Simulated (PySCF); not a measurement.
## Correlation energy of Ar (argon, neutral)

[Ar], closed-shell 1S. All numbers are calculated (PySCF 2.14, the non-relativistic Hamiltonian (point nucleus), in aug-cc-pV(T+d)Z with one added diffuse shell each of s, p, d, f type (7s6p5d3f, 71 functions)). Frozen: [Ne]; 8 electrons correlated.

```json
{"level": "CCSD", "correlation energy (mhartree)": "-230.44"}
{"level": "(T)", "correlation energy (mhartree)": "-7.77"}
{"level": "CCSD(T)", "correlation energy (mhartree)": "-238.21"}
```

Diagnostics: T1 = 0.0020, D1 = 0.0030, largest double amplitude 0.029.

Is a single reference adequate?

Yes: T1 lies below 0.03 and no double amplitude reaches 0.07.
